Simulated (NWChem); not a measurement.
C$_{2}$H$_{5}$NOSi; SMILES [SiH2](C)N=C=O

```xyz
10

Si    -0.6355     1.0691     0.0011
C      0.8916     2.1616     0.0010
N     -0.1629    -0.6017     0.0001
C      0.1404    -1.7711    -0.0006
O      0.4428    -2.9153    -0.0013
H     -1.4738     1.3133    -1.2224
H     -1.4727     1.3121     1.2256
H      0.5968     3.2311     0.0016
H      1.5116     1.9726    -0.8981
H      1.5122     1.9718     0.8995
```
Atoms are numbered in this order, from 1.

All runs: NWChem. Coordinates come from a PBE-D3(BJ)/def2-SVP optimisation. Vzz is the largest principal value of the second derivative of the potential at the nucleus (NWChem prints the opposite sign); η is the asymmetry. Non-relativistic.

Predict the results for B3LYP/cc-pVTZ. Quantities: Vzz N3 (a.u.); η N3; Vzz O5 (a.u.); η O5.


- Vzz N3 (a.u.): 0.417
- η N3: 0.01
- Vzz O5 (a.u.): 0.744
- η O5: 0.00
